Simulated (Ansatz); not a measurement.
The molecule AlCu, closed-shell singlet (the spin of the measured ground state). No spin–orbit coupling. Cu is treated without relativity.

D_e counts from the fitted minimum to each atom's lowest state at the same level, without counterpoise. The singlet is restricted.

Codes used: Ansatz (Gaussian basis) for Hartree–Fock, density functionals and correlated methods. Values without a source in brackets are computed.

Q: One of these levels gives 37.77 kcal/mol for the bond energy D_e. Name it.
A. B97M-V/def2-TZVPP
B. BHLYP/def2-TZVPP
C. SVWN5/def2-TZVPP
D. B3LYP/def2-TZVPP

A: B, BHLYP/def2-TZVPP. The others give 67.68 (SVWN5/def2-TZVPP), 56.11 (B97M-V/def2-TZVPP), 47.82 (B3LYP/def2-TZVPP)

Ansatz is an electronic-structure program.
